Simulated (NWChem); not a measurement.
Species: SiBiH$_{3}$Cl$_{2}$; SMILES [Cl][Bi]([Cl])[SiH3]

```xyz
7

Bi    -0.2009     0.0108     0.4934
Cl    -0.8199    -1.9369    -0.9146
Cl    -0.8778     1.8942    -0.9742
Si     2.2319     0.0314    -0.6515
H      2.9616     1.2709    -0.2450
H      2.0162     0.0023    -2.1242
H      3.0034    -1.1677    -0.2030
```
Atoms are numbered in this order, from 1.

Level: PBE0/def2-SVP with def2 effective core potentials on Bi (NWChem), optimised geometry, unscaled harmonic frequencies. def2 effective core potentials on Bi; no spin-orbit coupling.

Task: List the harmonic frequencies with IR intensities, and the thermochemistry.

Result: 
| frequency (cm⁻¹) | IR intensity (km/mol) |
|---|---|
| 69 | 0.1 |
| 87 | 3.0 |
| 103 | 2.6 |
| 124 | 0.0 |
| 278 | 3.0 |
| 329 | 48.2 |
| 338 | 22.7 |
| 465 | 8.6 |
| 474 | 7.5 |
| 829 | 339.8 |
| 922 | 32.2 |
| 929 | 44.1 |
| 2223 | 75.4 |
| 2240 | 75.2 |
| 2270 | 44.2 |

```json
{
 "zero_point_energy": "16.7 kcal/mol",
 "thermal correction to the enthalpy at 298.15 K (with zero-point energy)": "22.1 kcal/mol",
 "heat capacity Cv": "22.9 cal/(mol K)",
 "entropy at 298.15 K and 1 atm (symmetry number 1)": "92.8 cal/(mol K)"
}
```

Rigid rotor and harmonic oscillator; modes under 100 cm⁻¹ make the entropy uncertain.
